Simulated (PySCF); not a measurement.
A series of related molecules.

All values: wB97X-D/def2-SVPD (PySCF) at GFN2-xTB geometries, gas phase, one conformer each. Core orbitals are frozen in the response; Δα² is half the sum of the squared differences of the principal polarisabilities.

Question: Rank by dipole moment, lowest first.
A. `[CH3:1][S:2][Si@H:3]([OH:4])[CH2:5][CH:6]=[O:7]` with C1–S2–Si3–O4 -51°, S2–Si3–O4–H -142°, S2–Si3–C5–C6 170°, Si3–C5–C6–O7 -65°
B. `[CH3:1][S:2][CH2:3][Si@@H:4]([OH:5])[S:6][CH3:7]` with C1–S2–C3–Si4 -179°, S2–C3–Si4–O5 56°, C3–Si4–O5–H -43°, C3–Si4–S6–C7 -168°
C. `[CH3:1][SiH2:2][Si@@H:3]([OH:4])[S:5][CH3:6]` with C1–Si2–Si3–O4 61°, Si2–Si3–O4–H 154°, Si2–Si3–S5–C6 60°
D. `[CH3:1][CH2:2][Si@@H:3]([SH:4])[S:5][CH3:6]` with C1–C2–Si3–S4 55°, C2–Si3–S4–H 135°, C2–Si3–S5–C6 60°
E. `[CH2:1]=[CH:2][Si@@H:3]([OH:4])[S:5][CH3:6]` with C1–C2–Si3–O4 -135°, C2–Si3–O4–H 54°, C2–Si3–S5–C6 -175°

Answer: E (1.03 D), C (1.18 D), B (1.41 D), A (1.78 D), D (2.59 D).

Question: Rank by mean static polarisability, highest first.
A. `C(=O)C[Si@@H](O)SC`
B. `CC[Si@H](O)S`
C. `C=C[Si@@H](O)SC`
D. `CSC[Si@@H](O)SC`
E. `CS[Si@@H]([SiH2]C)O`

Answer: D (16.10 Å³), E (15.50 Å³), A (13.09 Å³), C (12.74 Å³), B (11.14 Å³).

Question: Rank by HOMO–LUMO gap, highest first.
A. `C[SiH2][Si@@H](O)SC`
B. `CC[Si@@H](S)SC`
C. `CC[Si@@H](O)SC`
D. `CS[Si@H](O)CC=O`
E. `CC[Si@H](O)S`
F. `C=C[Si@@H](O)SC`

Answer: E (10.68 eV), C (10.43 eV), B (10.20 eV), F (9.65 eV), A (9.51 eV), D (9.26 eV).

All values together:

| SMILES | change | formula | μ (D) | HOMO (eV) | LUMO (eV) | α (Å³) | Δα (Å³) | electrons | α per electron (Å³) |
| --- | --- | --- | --- | --- | --- | --- | --- | --- | --- |
| CC[Si@@H](O)SC | parent | C3H10OSSi | 1.15 | -8.59 | 1.84 | 12.96 | 4.58 | 66 | 0.196 |
| CCO[Si@H](O)SC | O inserted into a C-Si bond | C3H10O2SSi | 1.30 | -8.62 | 1.59 | 13.26 | 2.80 | 74 | 0.179 |
| C=C[Si@@H](O)SC | C-C bond made double | C3H8OSSi | 1.03 | -8.63 | 1.02 | 12.74 | 4.45 | 64 | 0.199 |
| CC[Si@@H](S)SC | O replaced by S | C3H10S2Si | 2.59 | -8.72 | 1.47 | 15.52 | 4.66 | 74 | 0.210 |
| C[SiH2][Si@@H](O)SC | C replaced by Si | C2H10OSSi2 | 1.18 | -8.42 | 1.09 | 15.50 | 4.79 | 74 | 0.209 |
| CC[Si@H](O)S | terminal C group replaced by H | C2H8OSSi | 0.88 | -9.07 | 1.61 | 11.14 | 3.35 | 58 | 0.192 |
| CSC[Si@@H](O)SC | S inserted into a C-C bond | C3H10OS2Si | 1.41 | -8.44 | 1.66 | 16.10 | 7.61 | 82 | 0.196 |
| CS[Si@H](O)CC=O | CH2 replaced by C=O | C3H8O2SSi | 1.78 | -8.84 | 0.42 | 13.09 | 4.89 | 72 | 0.182 |

Conformers: `[CH3:1][CH2:2][Si@@H:3]([OH:4])[S:5][CH3:6]` with C1–C2–Si3–O4 60°, C2–Si3–O4–H 56°, C2–Si3–S5–C6 -177°; `[CH3:1][CH2:2][O:3][Si@H:4]([OH:5])[S:6][CH3:7]` with C1–C2–O3–Si4 163°, C2–O3–Si4–O5 -49°, O3–Si4–O5–H -155°, O3–Si4–S6–C7 -50°; `[CH2:1]=[CH:2][Si@@H:3]([OH:4])[S:5][CH3:6]` with C1–C2–Si3–O4 -135°, C2–Si3–O4–H 54°, C2–Si3–S5–C6 -175°; `[CH3:1][CH2:2][Si@@H:3]([SH:4])[S:5][CH3:6]` with C1–C2–Si3–S4 55°, C2–Si3–S4–H 135°, C2–Si3–S5–C6 60°; `[CH3:1][SiH2:2][Si@@H:3]([OH:4])[S:5][CH3:6]` with C1–Si2–Si3–O4 61°, Si2–Si3–O4–H 154°, Si2–Si3–S5–C6 60°; `[CH3:1][CH2:2][Si@H:3]([OH:4])[SH:5]` with C1–C2–Si3–O4 -60°, C2–Si3–O4–H -155°, C2–Si3–S5–H -54°; `[CH3:1][S:2][CH2:3][Si@@H:4]([OH:5])[S:6][CH3:7]` with C1–S2–C3–Si4 -179°, S2–C3–Si4–O5 56°, C3–Si4–O5–H -43°, C3–Si4–S6–C7 -168°; `[CH3:1][S:2][Si@H:3]([OH:4])[CH2:5][CH:6]=[O:7]` with C1–S2–Si3–O4 -51°, S2–Si3–O4–H -142°, S2–Si3–C5–C6 170°, Si3–C5–C6–O7 -65°.

Q: Give the shifts from the parent, `CC[Si@@H](O)SC`.

A: 
```csv
SMILES,change in μ (D),change in HOMO (eV),change in LUMO (eV),change in mean α (Å³)
CCO[Si@H](O)SC,+0.15,-0.03,-0.25,+0.30
C=C[Si@@H](O)SC,-0.12,-0.04,-0.82,-0.22
CC[Si@@H](S)SC,+1.44,-0.13,-0.37,+2.56
C[SiH2][Si@@H](O)SC,+0.03,+0.17,-0.75,+2.54
CC[Si@H](O)S,-0.27,-0.48,-0.23,-1.82
CSC[Si@@H](O)SC,+0.26,+0.15,-0.18,+3.14
CS[Si@H](O)CC=O,+0.63,-0.25,-1.42,+0.13
```

Q: How closely does the mean polarisability follow the number of electrons in this set?

A: The correlation coefficient is 0.88; α per electron runs from 0.179 to 0.210 Å³.
